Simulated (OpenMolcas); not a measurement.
# Fe3+ in a point-charge field

Fe3+ among 5 point charges of -2.5 e arranged as a square pyramid (C4v), 2.08 Å from the ion, with the axial distance 2.101 Å.
```
   2.0800    0.0000    0.0000  -2.50
   0.0000    2.0800    0.0000  -2.50
  -2.0800    0.0000    0.0000  -2.50
   0.0000   -2.0800    0.0000  -2.50
   0.0000    0.0000    2.1008  -2.50
```

| Item | Value |
| --- | --- |
| Program | OpenMolcas 26.06 |
| Method | CASSCF |
| Basis | ANO-RCC-VDZP [5s4p2d1f] |
| Scalar Hamiltonian | DKH2, point nucleus |
| Active space | 5 electrons in 5 orbitals (3d) |
| State averaging | 2S+1 = 6 even, 1 root; 2S+1 = 4 even, 24 roots; 2S+1 = 2 even, 75 roots |
| Spin-orbit coupling | state interaction with AMFI integrals over the reference wave functions |

The lowest spin-free states, above the lowest:

```json
{"State": "2S+1 = 6", "Degeneracy": "1", "E (cm-1)": "0.0", "Free-ion L (%)": "S (100)"}
{"State": "2S+1 = 4", "Degeneracy": "2", "E (cm-1)": "35078", "Free-ion L (%)": "G (87)"}
{"State": "2S+1 = 4", "Degeneracy": "1", "E (cm-1)": "35147", "Free-ion L (%)": "G (89)"}
{"State": "2S+1 = 4", "Degeneracy": "1", "E (cm-1)": "36004", "Free-ion L (%)": "G (95)"}
{"State": "2S+1 = 4", "Degeneracy": "1", "E (cm-1)": "36135", "Free-ion L (%)": "G (85)"}
{"State": "2S+1 = 4", "Degeneracy": "2", "E (cm-1)": "36321", "Free-ion L (%)": "G (98)"}
{"State": "2S+1 = 4", "Degeneracy": "1", "E (cm-1)": "36420", "Free-ion L (%)": "G (100)"}
{"State": "2S+1 = 4", "Degeneracy": "1", "E (cm-1)": "37416", "Free-ion L (%)": "G (100)"}
{"State": "2S+1 = 4", "Degeneracy": "2", "E (cm-1)": "39718", "Free-ion L (%)": "P (60)"}
{"State": "2S+1 = 4", "Degeneracy": "1", "E (cm-1)": "43478", "Free-ion L (%)": "D (85)"}
{"State": "2S+1 = 4", "Degeneracy": "1", "E (cm-1)": "44244", "Free-ion L (%)": "D (92)"}
{"State": "2S+1 = 4", "Degeneracy": "1", "E (cm-1)": "44374", "Free-ion L (%)": "P (85)"}
{"State": "2S+1 = 4", "Degeneracy": "1", "E (cm-1)": "46064", "Free-ion L (%)": "D (100)"}
{"State": "2S+1 = 4", "Degeneracy": "2", "E (cm-1)": "47771", "Free-ion L (%)": "D (58)"}
{"State": "2S+1 = 2", "Degeneracy": "1", "E (cm-1)": "50959", "Free-ion L (%)": "I (90)"}
{"State": "2S+1 = 2", "Degeneracy": "2", "E (cm-1)": "51015", "Free-ion L (%)": "I (90)"}
{"State": "2S+1 = 2", "Degeneracy": "1", "E (cm-1)": "51194", "Free-ion L (%)": "I (91)"}
{"State": "2S+1 = 2", "Degeneracy": "1", "E (cm-1)": "51529", "Free-ion L (%)": "I (93)"}
{"State": "2S+1 = 2", "Degeneracy": "2", "E (cm-1)": "51781", "Free-ion L (%)": "I (96)"}
{"State": "2S+1 = 2", "Degeneracy": "1", "E (cm-1)": "51829", "Free-ion L (%)": "I (96)"}
```

The lowest levels with spin-orbit coupling:

| E (cm-1) | Degeneracy | 2S+1 | g |
| --- | --- | --- | --- |
| 0.0 | 2 | 6 | 2.00 6.01 6.01 |
| 0.3 | 2 | 6 | 0.01 0.01 6.01 |
| 0.8 | 2 | 6 | 0.01 0.01 10.01 |
| 34923 | 2 | 4 | 1.62 5.45 5.45 |
| 34995 | 2 | 4 | 0.48 0.48 5.66 |
| 35038 | 2 | 4 | 1.90 2.77 2.77 |
| 35101 | 2 | 4 | 0.36 0.36 10.02 |
| 35188 | 2 | 4 | 0.14 0.14 5.21 |
| 35227 | 2 | 4 | 1.10 1.10 1.63 |
| 36000 | 2 | 4 | 2.56 4.36 4.36 |
| 36035 | 2 | 4 | 0.01 0.01 7.52 |
| 36124 | 2 | 4 | 0.00 0.00 5.78 |
| 36150 | 2 | 4 | 1.91 3.63 3.63 |
| 36255 | 2 | 4 | 1.50 1.50 4.69 |
| 36296 | 2 | 4 | 0.31 3.08 3.08 |
| 36335 | 2 | 4 | 0.20 0.20 3.30 |
| 36393 | 2 | 4 | 0.16 0.16 7.37 |
| 36422 | 2 | 4 | 1.95 5.60 5.60 |
| 36430 | 2 | 4 | 0.17 0.17 5.87 |
| 37409 | 2 | 4 | 0.00 0.00 6.20 |

Powder χT (cm3 K/mol): 4.37 at 2 K, 4.39 at 10 K, 4.39 at 50 K, 4.39 at 100 K, 4.39 at 200 K, 4.39 at 300 K. The effective moment at 300 K is 2.828 √(χT) = 5.92 μB.

The lowest level has 2S+1 = 6, for which the spin-only value is χT = S(S+1) / 2 = 4.375 cm3 K/mol (g = 2). The computed 4.386 at 300 K differs by +0.011, little more than the free-electron g of 2.0023 accounts for.

Without dynamic correlation the repulsion within the d shell is too large (B by tens of per cent), so at a given field states of lower spin stand too high. Point charges carry no covalency, so the field is a model and not that of real ligands. An unlabelled pair can be two single states that coincide in this model. No measured value stands beside these numbers.

A state without a sure symmetry label is named by its multiplicity alone.
